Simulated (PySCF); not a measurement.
H₂MoO + O₂ → MoO₂ + H₂O

Level: PBE0 in the def2-TZVP basis family, computed in PySCF with density fitting; scalar-relativistic core potentials for atoms from Rb on, none lighter, no spin–orbit coupling; open shells unrestricted.

| species | state and structure | E (Eh) | ZPE (kJ/mol) | H(298 K) − H(0) (kJ/mol) | S° (J/(mol K)) |
| --- | --- | --- | --- | --- | --- |
| H₂MoO | triplet, C2v, Mo–H 1.737 Å (×2), Mo–O 1.648 Å; H–Mo–H 125.4°, H–Mo–O 117.3° (×2) | -144.53235 | 37.6 | 12.1 | 269.4 |
| O₂ | triplet, D∞h, O–O 1.193 Å | -150.23561 | 10.3 | 8.7 | 204.9 |
| MoO₂ | triplet, C2v, Mo–O 1.683 Å (×2); O–Mo–O 114.5° | -218.55623 | 13.9 | 11.2 | 276.1 |
| H₂O | singlet, C2v, O–H 0.960 Å (×2); H–O–H 105.1° | -76.37736 | 56.5 | 9.9 | 188.7 |

Q: What is the electronic reaction energy?

A: At PBE0/def2-TZVP, ΔE = -434.9 kJ/mol from the differences of the total energies times 2625.5, downhill. 

Q: Add zero-point, thermal and entropy terms for 298.15 K and 1 bar.

A: ΔZPE = 22.5 and Δ[H(298) − H(0)] = 0.3 kJ/mol give ΔH° = -412.1 kJ/mol. ΔS° = -9.5 J/(mol K), so ΔG° = -412.1 − 298.15 × (-0.0095) = -409 kJ/mol.

Open d or f shells are single determinants, so the state found may not be the ground state. The structures come from searches over a few start shapes, so lower isomers are not excluded.
